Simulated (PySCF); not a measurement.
C₂H₄BF₂N, SMILES FB(F)/C=N/C. Atoms are numbered in the order given.

```xyz
10

C     -0.0763    -2.6883     0.0000
N      0.3711    -1.3198     0.0000
C     -0.4933    -0.3815     0.0000
B     -0.0213     1.1139     0.0000
F     -0.9164     2.0901     0.0000
F      1.2497     1.4550     0.0000
H      0.3447    -3.2023     0.8809
H      0.3447    -3.2023    -0.8809
H     -1.1789    -2.8077     0.0000
H     -1.5840    -0.6051     0.0000
```

Geometry optimised at B3LYP-D3(BJ)/def2-SVP. The structure was generated by enumeration; whether it is a known compound was not checked. The values are those of a single conformer.

Level of theory: PBE/pcSseg-1 run with PySCF.

GIAO shieldings, no solvent; atoms listed in one row are averaged. δ = σ(ref) − σ: ¹³C against TMS (σ = 182.0 ppm); ¹⁵N against NH3 (σ = 267.0 ppm); ¹¹B against BF3 (σ = 83.9 ppm); ¹⁹F against CFCl3 (σ = 133.6 ppm); ¹H against TMS (σ = 31.49 ppm), references at their B3LYP-D3(BJ)/def2-TZVP geometries, non-relativistic.

| nucleus | atoms | count | δ (ppm) |
|---|---|---|---|
| ¹³C | C3 | 1 | 171.2 |
| ¹³C | C1 | 1 | 62.8 |
| ¹⁵N | N2 | 1 | 502.1 |
| ¹¹B | B4 | 1 | 6.7 |
| ¹⁹F | F5 | 1 | -99.1 |
| ¹⁹F | F6 | 1 | -104.8 |
| ¹H | H10 | 1 | 8.35 |
| ¹H | H7, H8, H9 | 3 | 4.21 |
